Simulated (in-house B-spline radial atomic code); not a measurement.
Radial electron density of O⁵⁺, [He] 2s1. Computed with an all-electron radial atomic-structure program (B-spline basis): non-relativistic wB97X, spin-polarised, spherical fractional occupations, point nucleus.

Columns: r (bohr), 4πr²n(r) (electrons per bohr), bar.

```
 0.00723   0.1835 #
 0.00841   0.2437 #
 0.00979    0.323 ##
  0.0114   0.4268 ##
  0.0133   0.5635 ###
  0.0154   0.7305 ####
   0.018   0.9573 #####
  0.0209    1.232 ######
  0.0243    1.577 ########
  0.0283    2.007 ##########
  0.0329     2.52 #############
  0.0383    3.133 ################
  0.0446    3.842 ####################
  0.0519    4.632 ########################
  0.0604     5.48 #############################
  0.0703    6.345 #################################
  0.0818    7.159 #####################################
  0.0953     7.85 #########################################
   0.111    8.314 ###########################################
   0.129    8.461 ############################################
    0.15     8.23 ###########################################
   0.175    7.579 #######################################
   0.203    6.596 ##################################
   0.237    5.315 ############################
   0.275    4.009 #####################
   0.321    2.774 ##############
   0.373    1.865 ##########
   0.434    1.328 #######
   0.505    1.145 ######
   0.588    1.189 ######
   0.684    1.286 #######
   0.796    1.286 #######
   0.927    1.126 ######
    1.08   0.8409 ####
    1.26   0.5151 ###
    1.46   0.2624 #
     1.7   0.1053 #
    1.98  0.03354 
     2.3 0.008261 
    2.68 0.001379 
    3.12 0.0001647
```

On this grid the curve has 2 maxima, near 0.129, 0.684 bohr.

The 1s up radial function P(r) = rR(r), positive near the nucleus:

| r (bohr) | P |
| --- | --- |
| 0.0025 | 0.1066 |
| 0.00339 | 0.1435 |
| 0.00459 | 0.1924 |
| 0.00621 | 0.257 |
| 0.00841 | 0.3419 |
| 0.0114 | 0.4525 |
| 0.0154 | 0.592 |
| 0.0209 | 0.7689 |
| 0.0283 | 0.9814 |
| 0.0383 | 1.226 |
| 0.0519 | 1.492 |
| 0.0703 | 1.747 |
| 0.0953 | 1.946 |
| 0.129 | 2.026 |
| 0.175 | 1.927 |
| 0.237 | 1.626 |
| 0.321 | 1.165 |
| 0.434 | 0.6756 |
| 0.588 | 0.2954 |
| 0.796 | 0.08884 |
| 1.08 | 0.01565 |
